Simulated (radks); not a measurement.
Results of a calculation; reference values are marked as such.
Task: All-electron atom: Sm XXV in [Kr] 4d2. Level of theory: Dirac Kohn-Sham, PBE, spin-unpolarised, spherical densities, point nucleus; open shells are shared between the two j in proportion to 2j + 1 (a radial shooting solver on a logarithmic mesh with Libxc functionals). Some entries of the table are withheld. Estimate them.

orbital,occ.,eigenvalue (hartree),<r^2> (bohr^2)
1s1/2,2,-1741.176,0.0007047
2s1/2,2,-307.3284,(1)
2p1/2,2,-292.7531,0.008039
2p3/2,4,-270.5837,0.009278
3s1/2,2,-87.83302,0.07308
3p1/2,2,-81.60748,0.06816
3p3/2,4,-77.04034,0.07506
3d3/2,4,-66.34955,0.05991
3d5/2,6,-65.35017,0.06182
4s1/2,2,-35.96033,(2)
4p1/2,2,-33.45278,0.3293
4p3/2,4,-32.20065,0.3537
4d3/2,0.8,-28.04669,(3)
4d5/2,1.2,-27.78749,(4)
5s1/2,0,-19.29811,1.026
5p1/2,0,(5),1.074
5p3/2,0,(6),1.133

Result: 
(1) 2s1/2 <r^2> (bohr^2): 0.01103
(2) 4s1/2 <r^2> (bohr^2): 0.3230
(3) 4d3/2 <r^2> (bohr^2): 0.3604
(4) 4d5/2 <r^2> (bohr^2): 0.3676
(5) 5p1/2 eigenvalue (hartree): -18.18620
(6) 5p3/2 eigenvalue (hartree): -17.69873
